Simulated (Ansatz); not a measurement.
Geometry optimisation, Ansatz, RKS PBE/def2-SVP.

Input:

```yaml
crystal:
  periodic: [false, false, false]
  atoms:
    - { symbol: Al, position_ang: [0.0, 0.0, 0.0] }
    - { symbol: Cl, position_ang: [0.0, 0.0, 2.58] }
    - { symbol: F, position_ang: [1.4635, 0.0, -0.845] }
    - { symbol: F, position_ang: [-1.4635, 0.0, -0.845] }
    - { symbol: Si, position_ang: [0.1095, -2.4839, 0.8261] }
    - { symbol: H, position_ang: [-0.6805, -3.3291, -0.0645] }
    - { symbol: H, position_ang: [1.4971, -2.9379, 0.8228] }
    - { symbol: H, position_ang: [-0.427, -2.571, 2.1812] }
    - { symbol: H, position_ang: [0.0643, -1.4591, 2.1004] }
basis:
  gaussian: { orbitals: def2-SVP }
hamiltonian:
  xc: pbe
relax:
  f_tol: 0.15
  max_steps: 25
  restrain:
    - { distance: [0, 4], at: 2.32, k: 30.0 }
    - { distance: [8, 1], at: 1.37, k: 30.0 }
    - { distance: [0, 1], at: 3.43, k: 30.0 }
    - { distance: [8, 4], at: 2.66, k: 30.0 }
output:
  orbitals: {}
```

Command:

```bash
$ ansatz run input.yaml --threads 2 --pin off --max-ram 3072MiB --backend cpu --events-out ev --progress --plain --runs-dir out
```

**Question.** Where does it end, and by what steps?

**Answer.** The run converged. The restraints hold the end off the free minimum. After 9 steps the energy has fallen by 1.771 eV (the restraints' own energy left out); H9 moved furthest, 0.78 Å.

| step | energy less start (eV) | largest force component (eV/Å) | accepted |
| --- | --- | --- | --- |
| 0 | 0.0000 | 3.529 | yes |
| 1 | -0.6783 | 2.629 | yes |
| 2 | -0.8659 | 3.023 | yes |
| 3 | -1.1460 | 3.250 | yes |
| 4 | -1.5570 | 1.565 | yes |
| 5 | -1.6462 | 1.590 | yes |
| 6 | -1.7305 | 1.114 | yes |
| 7 | -1.7151 | 1.031 | no |
| 8 | -1.7575 | 0.917 | yes |
| 9 | -1.7707 | 0.886 | yes |

```xyz
9
Properties=species:S:1:pos:R:3
Al 0.033 -0.480 -0.398
Cl 0.172 0.199 2.950
F 1.411 0.274 -0.976
F -1.437 0.259 -0.710
Si 0.133 -2.612 0.585
H -0.611 -3.661 -0.202
H 1.547 -3.081 0.801
H -0.533 -2.587 1.952
H -0.150 -1.092 2.753
```

Time of the run: 12 s on 2 threads of Intel(R) Xeon(R) 6975P-C (Granite Rapids), with other jobs on the host, peak memory 0.16 GiB.
